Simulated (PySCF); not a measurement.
PySCF was given this input:
```python
from pyscf import gto, scf, mp

mol = gto.M(
    atom='''
Si    1.57259310   -0.32787865    0.43128443
O     0.04546575   -0.19736209   -0.52085237
Si   -1.59645535    0.44638018   -0.13762810
H     2.51490900   -0.40711010   -0.67455778
H     1.51112540    0.92190961    1.16707567
H     1.34061387   -1.54617037    1.19083611
H     0.08210873   -0.66697740   -1.36331658
H    -2.19054693   -0.67297857    0.57578869
H    -2.06000854    0.68633742   -1.49582128
H    -1.22785623    1.60486461    0.65562572
''',
    basis='6-31g**',
    charge=1,
    verbose=3,
)

mf = scf.RHF(mol)
mf.kernel()

pt = mp.MP2(mf)
pt.kernel()
print('E(MP2) = %.10f' % pt.e_tot)
```

Problem. What does this run give for the MP2 correlation energy, SCF-reference HOMO energy, SCF-reference HOMO-LUMO gap, SCF-reference Mulliken (on the basis functions themselves) charges in atom order, total energy, nuclear repulsion energy?

Solution. 
The MP2 correlation energy comes out as -0.3888 Eh and the SCF-reference HOMO energy comes out as -18.26 eV. The SCF-reference HOMO-LUMO gap is 15.67 eV and the SCF-reference Mulliken (on the basis functions themselves) charges in atom order is Si1 1.03, O2 -0.86, Si3 1.03, H4 -0.11, H5 -0.11, H6 -0.10, H7 0.43, H8 -0.10, H9 -0.11, H10 -0.11. The total energy comes out as -656.9610 Eh and the nuclear repulsion energy is 163.6794 Eh.
